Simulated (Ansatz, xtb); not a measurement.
**A geometry optimisation of GaGeH3Zn with r2SCAN-D4/def2-SVP**

The starting geometry of this gas-phase singlet was built from a drawn formula by distance geometry; its bonds are those of `[GaH2][Zn][GeH]`.

```yaml
atoms:
  - { symbol: Ga, position_ang: [-1.4763, -2.0475, -0.9873] }
  - { symbol: Ge, position_ang: [-0.8060, 2.7665, -1.0864] }
  - { symbol: Zn, position_ang: [-0.9084, 0.2439, -0.8582] }
  - { symbol: H, position_ang: [-0.2429, -2.7739, -1.5879] }
  - { symbol: H, position_ang: [-2.9317, -2.2212, -1.4016] }
  - { symbol: H, position_ang: [-1.7383, 3.0054, 0.1630] }
```

Q: Where would you expect an optimisation with r2SCAN-D4/def2-SVP to take it?

A: It keeps its bonds, and is `[GaH2][Zn][GeH]`.

The energy falls by 0.53 eV over 17 steps:

```json
{"step": "1", "E − E(last) (eV)": "0.532"}
{"step": "3", "E − E(last) (eV)": "0.054"}
{"step": "5", "E − E(last) (eV)": "0.019"}
{"step": "6", "E − E(last) (eV)": "0.007"}
{"step": "8", "E − E(last) (eV)": "0.004"}
{"step": "10", "E − E(last) (eV)": "0.002"}
{"step": "12", "E − E(last) (eV)": "0.001"}
{"step": "13", "E − E(last) (eV)": "0.000"}
{"step": "15", "E − E(last) (eV)": "0.000"}
{"step": "17", "E − E(last) (eV)": "0.000"}
```

Final geometry (Å):

```yaml
atoms:
  - { symbol: Ga, position_ang: [-1.4821, -1.8968, -1.2884] }
  - { symbol: Ge, position_ang: [-0.9325, 3.0149, -1.0973] }
  - { symbol: Zn, position_ang: [-1.2082, 0.5330, -1.1910] }
  - { symbol: H, position_ang: [-0.3032, -2.9353, -1.0821] }
  - { symbol: H, position_ang: [-2.8642, -2.6259, -1.5522] }
  - { symbol: H, position_ang: [-1.3135, 2.8834, 0.4527] }
```

From the same start GFN2-xTB ends elsewhere, differing in Ga1–Ge2 (2.49 against 4.95 Å here), Ga1–Zn3 (3.00 against 2.45 Å here).

No frequencies were run, so the end isn't proven a minimum. Run with Ansatz 0.2.0, 62 s on 2 threads of Arm Neoverse V2 (shared host).
